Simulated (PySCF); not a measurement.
r2SCAN on Fe²²⁺ (iron, charge +22)

Configuration: [He] 2s2, closed-shell 1S. All numbers are calculated (PySCF 2.14, no relativity, point nucleus, in an uncontracted even-tempered set (17 s from 5.5 bohr⁻², ratio 2.2; 8 p from 8.6 bohr⁻², ratio 2.4; 6 d from 26 bohr⁻², ratio 2.4; 5 f from 39 bohr⁻², ratio 2.4; 4 g from 58 bohr⁻², ratio 2.4)).

```
Total energy                                     : -804.968 hartree
One-electron energy                              : -844.171 hartree
Hartree (Coulomb) energy                         : 59.909 hartree
Exchange-correlation energy                      : -20.705 hartree
Kinetic energy                                   : 804.80718 hartree
⟨S²⟩                                             : 0.0000
⟨L²⟩                                             : 0.000
Sum of ⟨r⟩                                       : 0.6077 bohr
Sum of ⟨r²⟩                                      : 0.1496 bohr²
Density at the nucleus (Gaussians lack the cusp) : 11900 bohr⁻³
```

```json
{"shell": "1s", "electrons": "2", "mean orbital energy (hartree)": "-306.61625", "rms radius, mean of both spins (bohr)": "0.0679"}
{"shell": "2s", "electrons": "2", "mean orbital energy (hartree)": "-69.48224", "rms radius, mean of both spins (bohr)": "0.265"}
```
